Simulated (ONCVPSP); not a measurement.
# What the settings do to the ONCV potential of Cr (Z = 24)

Base potential:

- Element: chromium
- Generator: ONCVPSP 4.0.1
- Type: optimised norm-conserving Vanderbilt (ONCV)
- Functional: LDA (Perdew-Zunger)
- Relativity: scalar-relativistic
- Frozen core: [Ne]
- Valence charge: 14
- Reference configuration: 3s2 3p6 3d4 (charge +2)
- Partial waves: 3s: rc 1.50 bohr, ncon 4, nbas 7, qcut 7.8 1/bohr, 3 projectors, debl 2.9 Ha; 3p: rc 1.50 bohr, ncon 4, nbas 8, qcut 9 1/bohr, 1 projector; 3d: rc 1.70 bohr, ncon 4, nbas 8, qcut 9.5 1/bohr, 1 projector
- Local potential: polynomial inside 1.10 bohr (lpopt 1, dvloc0 2 Ha)
- Core correction: none

In the s channel the program set the typed energies aside and used -3.483, 0.250, 3.150 Ha.

Cutoffs, loose and tight: the cutoffs (Ha) at which the residual kinetic energy of the hardest occupied pseudo-wave falls to 1 and 0.1 mHa per electron. They do not see the model core or the augmentation charge, which bear on the density cutoff. Test errors are all-electron minus pseudo excitation energies from the reference, over the configurations 3s2 3p6 3d5 4s1; 3s2 3p6 3d5; 3s2 3p6 3d3; 3s2 3p6 3d4 4s2. A dash means not determined; rows that change the core or the reference have their own tests.

| change | outcome | cutoff, loose | cutoff, tight | bound ghosts | GHOST(+) flags above zero | largest test error (meV) |
| --- | --- | --- | --- | --- | --- | --- |
| base | generated, projector energies reset by the program | 34 Ha | 38 Ha | none | s | +58 |
| p: rc 1.08; local potential polynomial inside 1.08 bohr (lpopt 1, dvloc0 2 Ha) | generated, projector energies reset by the program | 34 Ha | 38 Ha | none | s | +58 |
| p: rc 1.26 | generated, projector energies reset by the program | 34 Ha | 38 Ha | none | s | +58 |
| p: rc 1.46 | generated, projector energies reset by the program | 34 Ha | 38 Ha | none | s | +58 |
| p: rc 1.78 | generated, projector energies reset by the program | 34 Ha | 38 Ha | none | s | +56 |
| p: rc 1.96 | generated, projector energies reset by the program | 34 Ha | 38 Ha | none | s | +53 |

(1) What comes out with this change to the base: p: rc 2.18?

Results:

(1) outcome: generated, projector energies reset by the program; cutoff, loose: 34 Ha; cutoff, tight: 38 Ha; bound ghosts: none; GHOST(+) flags above zero: s; largest test error (meV): +46.

Reading the sweep of the p radius (base included, trends over the rows without a ghost): The loose cutoff stays near 34 Ha. The median size of the test errors (rows with all tests solved) stays near 6.3 meV.
